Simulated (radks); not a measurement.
Fractional charge and spin in the 5s shell of praseodymium: the spin-up occupation runs from 0 to 1 and the spin-down occupation from 0 to 1; the fullest corner is Pr3+, [Kr] 4d10 4f(up 1, down 1) 5p6 5s(up 1, down 1). All-electron calculation, scalar-relativistic Kohn-Sham, PBEsol, spin-polarised, spherical densities, finite nucleus; Fermi nuclear charge, rms radius of each element as measured or else 0.836 A^(1/3) + 0.57 fm. Program: a radial shooting solver on a logarithmic mesh with Libxc functionals. Energy (eV) minus the two flat planes that join the four corners (they meet along the diagonal where the two added fractions sum to one electron); zero is where a piecewise linear energy would lie.

| down \ up | 0 | 0.5 | 1 |
|---|---|---|---|
| 0 | 0.000 | -1.764 | 0.000 |
| 0.5 | -1.764 | 0.243 | -1.689 |
| 1 | 0.000 | -1.689 | 0.000 |

Corners above the fullest one (they belong to Pr4+ and the next ion): (up 1, down 0) 72.320 eV, (up 0, down 1) 72.320 eV, (up 0, down 0) 159.43 eV. With half an added electron in each spin the energy lies 0.243 eV from the planes, and with half an added electron in spin up alone -1.764 eV. The planes are only a guide here: the flat-plane condition holds for ground states with one frontier orbital, while this shell lies below other occupied shells, so the corners above the fullest one are inner-hole states and not the ground states of those ions.
